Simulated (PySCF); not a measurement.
Molecule: `OC1CCCCC1`, C6H12O.

Molfile (atoms numbered from 1):
```
C6H12O
     RDKit          3D

 19 19  0  0  0  0  0  0  0  0999 V2000
    2.4336    0.7614   -0.0330 O   0  0  0  0  0  0  0  0  0  0  0  0
    1.1241    0.3575    0.2804 C   0  0  0  0  0  0  0  0  0  0  0  0
    0.0752    1.2468   -0.3800 C   0  0  0  0  0  0  0  0  0  0  0  0
   -1.3451    0.8140   -0.0309 C   0  0  0  0  0  0  0  0  0  0  0  0
   -1.5794   -0.6546   -0.3711 C   0  0  0  0  0  0  0  0  0  0  0  0
   -0.5389   -1.5494    0.2952 C   0  0  0  0  0  0  0  0  0  0  0  0
    0.8794   -1.1105   -0.0548 C   0  0  0  0  0  0  0  0  0  0  0  0
    2.5444    0.6684   -0.9858 H   0  0  0  0  0  0  0  0  0  0  0  0
    1.0394    0.4796    1.3755 H   0  0  0  0  0  0  0  0  0  0  0  0
    0.2176    1.1901   -1.4767 H   0  0  0  0  0  0  0  0  0  0  0  0
    0.2593    2.2941   -0.0931 H   0  0  0  0  0  0  0  0  0  0  0  0
   -1.5143    0.9672    1.0503 H   0  0  0  0  0  0  0  0  0  0  0  0
   -2.0773    1.4538   -0.5490 H   0  0  0  0  0  0  0  0  0  0  0  0
   -2.5959   -0.9605   -0.0756 H   0  0  0  0  0  0  0  0  0  0  0  0
   -1.5220   -0.7862   -1.4670 H   0  0  0  0  0  0  0  0  0  0  0  0
   -0.6711   -1.5045    1.3914 H   0  0  0  0  0  0  0  0  0  0  0  0
   -0.6939   -2.6025    0.0112 H   0  0  0  0  0  0  0  0  0  0  0  0
    1.0497   -1.2489   -1.1402 H   0  0  0  0  0  0  0  0  0  0  0  0
    1.6307   -1.7280    0.4623 H   0  0  0  0  0  0  0  0  0  0  0  0
  1  2  1  0
  2  3  1  0
  3  4  1  0
  4  5  1  0
  5  6  1  0
  6  7  1  0
  7  2  1  0
  1  8  1  0
  2  9  1  0
  3 10  1  0
  3 11  1  0
  4 12  1  0
  4 13  1  0
  5 14  1  0
  5 15  1  0
  6 16  1  0
  6 17  1  0
  7 18  1  0
  7 19  1  0
M  END
```

Geometry PBE0-D3(BJ)/def2-SVP throughout; GIAO in PySCF 2.14, gas phase, one conformer, non-relativistic; equivalent atoms averaged; basis pcSseg-1.

For orientation, PBE0 gives these absolute shieldings σ: O1 258.5, C2 113.3, C3/C7 144.2, C5 156.5, C4/C6 157.0, H11/H19 29.29, H13/H17 29.65, H12/H16 30.07, H8 31.90 ppm.

A run gave: O1 262.7, C2 113.9, C3/C7 144.9, C5 157.3, C4/C6 157.7, H11/H19 29.44, H13/H17 29.83, H12/H16 30.24, H8 31.95 ppm (absolute shieldings σ).

Problem. Which functional was used in that run?
A. B97-2
B. B97-D
C. mPW1PW91
D. KT2
E. wB97X-D

Solution. E. C4/C6 tells them apart best: wB97X-D gives 157.7, KT2 gives 153.8, B97-2 gives 156.0, mPW1PW91 gives 156.2, B97-D gives 149.5 ppm.
